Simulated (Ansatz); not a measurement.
`[F][Hf]([Cl])([Cl])[Br]`. Total charge 0; spin multiplicity 1. Hf takes the def2 core potential. The geometry is a stationary point of PBE0-D4/def2-TZVP.

```xyz
5

F     0.766   -1.753    0.445
Hf    0.042   -0.077   -0.005
Cl    1.768    1.326   -0.671
Cl   -1.466   -0.360   -1.749
Br   -1.110    0.864    1.980
```

(1) What is the dipole moment at r2SCAN/def2-TZVPP? (Best estimate.)

(2) And with PBE, B3LYP, ωB97M-V? (An estimate is asked.)

(3) Give the Mulliken charges with r2SCAN, B3LYP, ωB97M-V in def2-TZVPP. (Estimate.)

Results:

(1) Computed: 0.08 D, with components (-0.04, 0.06, 0.03) D in this frame, pointing from negative to positive charge.

(2) Computed: PBE 0.11 D, B3LYP 0.16 D, ωB97M-V 0.07 D.

(3) Computed: 
```json
{"atom": "F1", "r2SCAN": "-0.30", "B3LYP": "-0.30", "ωB97M-V": "-0.29"}
{"atom": "Hf2", "r2SCAN": "0.97", "B3LYP": "0.95", "ωB97M-V": "0.86"}
{"atom": "Cl3", "r2SCAN": "-0.23", "B3LYP": "-0.22", "ωB97M-V": "-0.19"}
{"atom": "Cl4", "r2SCAN": "-0.23", "B3LYP": "-0.22", "ωB97M-V": "-0.19"}
{"atom": "Br5", "r2SCAN": "-0.21", "B3LYP": "-0.21", "ωB97M-V": "-0.19"}
```

B3LYP here is the variant with VWN-RPA as its local correlation; programs differ in this.
